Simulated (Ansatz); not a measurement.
S-phenyldibenzothiophenium benzoate, `O=C([O-])c1ccccc1.c1ccc(-[s+]2c3ccccc3c3ccccc32)cc1`. Charge 0, multiplicity 3. Geometry r2SCAN-D4/def2-SVP, that of the neutral singlet; atoms count from 1.

```xyz
46

O     1.880   -0.587    1.181
C     2.176    0.115    0.200
O     1.375    0.556   -0.698
C     3.629    0.515    0.010
C     4.596    0.050    0.911
C     5.937    0.407    0.754
C     6.321    1.238   -0.306
C     5.359    1.707   -1.208
C     4.019    1.345   -1.051
H     4.262   -0.595    1.729
H     6.690    0.040    1.459
H     7.372    1.519   -0.429
H     5.659    2.357   -2.036
H     3.246    1.693   -1.741
C    -5.418    0.509   -2.103
C    -4.449    1.016   -2.970
C    -3.099    0.983   -2.602
C    -2.737    0.437   -1.368
S    -0.928    0.445   -1.018
C    -0.726   -1.281   -0.604
C    -0.606   -2.312   -1.525
C    -0.430   -3.605   -1.021
C    -0.374   -3.826    0.362
C    -0.485   -2.769    1.267
C    -0.659   -1.466    0.788
C    -0.793   -0.219    1.536
C    -0.773   -0.013    2.920
C    -0.914    1.280    3.425
C    -1.073    2.380    2.569
C    -1.098    2.200    1.182
C    -0.966    0.903    0.706
C    -3.701   -0.074   -0.492
C    -5.045   -0.034   -0.867
H    -6.474    0.535   -2.389
H    -4.739    1.441   -3.935
H    -2.329    1.381   -3.271
H    -0.643   -2.122   -2.601
H    -0.329   -4.444   -1.714
H    -0.226   -4.842    0.739
H    -0.410   -2.950    2.342
H    -0.620   -0.859    3.596
H    -0.886    1.440    4.506
H    -1.170    3.386    2.984
H    -1.208    3.048    0.502
H    -3.404   -0.497    0.471
H    -5.807   -0.429   -0.189
```

Single mean-field runs in def2-TZVP are fitted with def2-universal-jkfit. In the triplet geometry the species has come apart into loosely held pieces. At PBE0-D4/def2-TZVP a singlet of charge 0 lies 3.33 eV below the triplet at the same geometry.

Estimate the Mulliken populations of the heavy atoms from the PBE0/def2-TZVP orbitals of Ansatz.


```json
{"atom": "O1", "charge (e)": "-0.41", "spin (α − β)": "0.21"}
{"atom": "C2", "charge (e)": "0.42", "spin (α − β)": "-0.02"}
{"atom": "O3", "charge (e)": "-0.54", "spin (α − β)": "0.02"}
{"atom": "C4", "charge (e)": "0.11", "spin (α − β)": "0.03"}
{"atom": "C5", "charge (e)": "-0.20", "spin (α − β)": "0.00"}
{"atom": "C6", "charge (e)": "-0.10", "spin (α − β)": "0.00"}
{"atom": "C7", "charge (e)": "-0.11", "spin (α − β)": "0.00"}
{"atom": "C8", "charge (e)": "-0.09", "spin (α − β)": "0.00"}
{"atom": "C9", "charge (e)": "-0.21", "spin (α − β)": "0.00"}
{"atom": "C15", "charge (e)": "-0.11", "spin (α − β)": "0.00"}
{"atom": "C16", "charge (e)": "-0.12", "spin (α − β)": "0.00"}
{"atom": "C17", "charge (e)": "-0.24", "spin (α − β)": "0.00"}
{"atom": "C18", "charge (e)": "0.14", "spin (α − β)": "0.04"}
{"atom": "S19", "charge (e)": "0.20", "spin (α − β)": "-0.02"}
{"atom": "C20", "charge (e)": "0.18", "spin (α − β)": "0.31"}
{"atom": "C21", "charge (e)": "-0.14", "spin (α − β)": "-0.14"}
{"atom": "C22", "charge (e)": "-0.13", "spin (α − β)": "0.53"}
{"atom": "C23", "charge (e)": "-0.10", "spin (α − β)": "-0.04"}
{"atom": "C24", "charge (e)": "-0.31", "spin (α − β)": "0.21"}
{"atom": "C25", "charge (e)": "0.16", "spin (α − β)": "0.35"}
{"atom": "C26", "charge (e)": "0.15", "spin (α − β)": "0.08"}
{"atom": "C27", "charge (e)": "-0.32", "spin (α − β)": "0.19"}
{"atom": "C28", "charge (e)": "-0.09", "spin (α − β)": "-0.09"}
{"atom": "C29", "charge (e)": "-0.15", "spin (α − β)": "0.30"}
{"atom": "C30", "charge (e)": "-0.15", "spin (α − β)": "-0.11"}
{"atom": "C31", "charge (e)": "0.19", "spin (α − β)": "0.18"}
{"atom": "C32", "charge (e)": "-0.17", "spin (α − β)": "0.01"}
{"atom": "C33", "charge (e)": "-0.12", "spin (α − β)": "0.00"}
```
Mulliken values depend strongly on the basis.

Where does the spin sit?

Summed by element: O 0.23, C 1.85, H -0.06, S -0.02, of 2 unpaired in all. Largest on single atoms: C22 0.53, C25 0.35, C20 0.31.

And the Mayer bond orders between heavy atoms (over 0.3)?

O1–C2 1.67 (1.24 Å); C2–O3 1.53 (1.28 Å); C2–C4 0.93 (1.52 Å); C4–C5 1.41 (1.40 Å); C4–C9 1.41 (1.40 Å); C5–C6 1.41 (1.40 Å); C6–C7 1.41 (1.40 Å); C7–C8 1.41 (1.40 Å); C8–C9 1.42 (1.40 Å); C15–C16 1.44 (1.40 Å); C15–C33 1.39 (1.40 Å); C16–C17 1.42 (1.40 Å); C17–C18 1.36 (1.40 Å); C18–S19 0.85 (1.84 Å); C18–C32 1.37 (1.40 Å); S19–C20 0.92 (1.79 Å); S19–C31 0.91 (1.78 Å); C20–C21 1.50 (1.39 Å); C20–C25 1.04 (1.41 Å); C21–C22 1.28 (1.40 Å); C22–C23 1.17 (1.40 Å); C23–C24 1.66 (1.40 Å); C24–C25 1.14 (1.40 Å); C25–C26 1.16 (1.46 Å); C26–C27 1.28 (1.40 Å); C26–C31 1.15 (1.41 Å); C27–C28 1.55 (1.40 Å); C28–C29 1.30 (1.40 Å); C29–C30 1.35 (1.40 Å); C30–C31 1.42 (1.39 Å); C32–C33 1.45 (1.40 Å).
